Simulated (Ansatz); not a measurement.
Total energies of C₈H₂₀Si (`CC[Si](CC)(CC)CC`).

```xyz
29

C     2.459    1.312   -0.707
C     1.651    0.034   -0.908
Si    0.001   -0.001    0.001
C     0.283    0.166    1.857
C     1.145   -0.933    2.469
C    -0.851   -1.638   -0.377
C    -2.211   -1.815    0.292
C    -1.079    1.435   -0.567
C    -1.396    1.438   -2.059
H     1.911    2.192   -1.054
H     3.408    1.287   -1.249
H     2.694    1.476    0.349
H     2.236   -0.836   -0.587
H     1.457   -0.124   -1.975
H     0.732    1.148    2.048
H    -0.696    0.195    2.350
H     0.700   -1.921    2.322
H     2.141   -0.959    2.018
H     1.281   -0.796    3.546
H    -0.177   -2.451   -0.082
H    -0.953   -1.727   -1.465
H    -2.913   -1.034   -0.014
H    -2.667   -2.777    0.044
H    -2.131   -1.765    1.382
H    -0.581    2.370   -0.286
H    -2.008    1.415    0.016
H    -1.924    0.528   -2.359
H    -2.025    2.286   -2.343
H    -0.485    1.494   -2.662
```

The species carries charge 0 and has multiplicity 1. The structure was optimised at the PBE0-D4/def2-TZVP level. It is one conformer, not always the lowest. Basis def2-TZVPP, the Gaussian-basis code of Ansatz.

RPA on PBE orbitals: Hartree–Fock energy of these orbitals -603.59298 Eh, correlation -2.64715 Eh (frozen core).

```tsv
functional	energy without D4 (Eh)	D4 term (kJ/mol)
LDA (SPW92)	-602.35028	–
revPBE	-606.37803	-215.3
BLYP	-606.33097	-156.1
B97M-V	-606.49438	–
PBE0	-606.03202	-64.1
r2SCANh	-606.31281	-22.7
r2SCAN0	-606.29988	-24.8
HSE06 (plane-wave form)	-606.00442	-59.9
BHLYP	-606.34208	-86.3
CAM-B3LYP	-606.36341	-65.2
LC-ωPBE	-606.27700	–
ωB97X-V	-606.42750	–
ωB97M-V	-606.33715	–
B2PLYP	-606.11477	–
```

Problem. Give the same for PBE, r2SCAN, B3LYP, PBE-QIDH. (Estimate.)

Solution. The calculation gave: 
```csv
functional,energy without D4 (Eh),D4 term (kJ/mol)
PBE,-605.93233,-74.0
r2SCAN,-606.32258,-21.6
B3LYP,-606.59020,-116.0
PBE-QIDH,-605.91336,–
```

B3LYP takes the VWN-RPA correlation (the form of Gaussian; ORCA's B3LYP/G). HSE06 is the plane-wave form, built on full-range PBE exchange. The double hybrids freeze the cores in their second-order part.

LC-ωPBE has ω = 0.4 bohr⁻¹.
